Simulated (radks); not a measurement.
Cd+, 47 electrons, occupied as [Kr] 4d10 5s1 (the NIST ground configuration). All-electron calculation, Dirac Kohn-Sham, PBE, spin-unpolarised, spherical densities, point nucleus. Program: a radial shooting solver on a logarithmic mesh with Libxc functionals. Some entries of the table are withheld. Estimate them.

orbital  occ.  eigenvalue (hartree)  <1/r> (bohr^-1)
1s1/2       2                   (1)            50.65
2s1/2       2             -144.9144            11.69
2p1/2       2             -134.9256            11.67
2p3/2       4             -127.8526            10.94
3s1/2       2             -27.27309            4.105
3p1/2       2                   (2)            4.011
3p3/2       4                   (3)            3.832
3d3/2       4             -14.92779            3.671
3d5/2       6             -14.67114            3.624
4s1/2       2              -4.21460            1.580
4p1/2       2              -2.93256            1.459
4p3/2       4              -2.71878            1.401
4d3/2       4              -0.76925            1.071
4d5/2       6              -0.74335            1.055
5s1/2       1              -0.47984           0.4831

Answer. 
(1) 1s1/2 eigenvalue (hartree): -974.5341
(2) 3p1/2 eigenvalue (hartree): -23.27094
(3) 3p3/2 eigenvalue (hartree): -22.00782
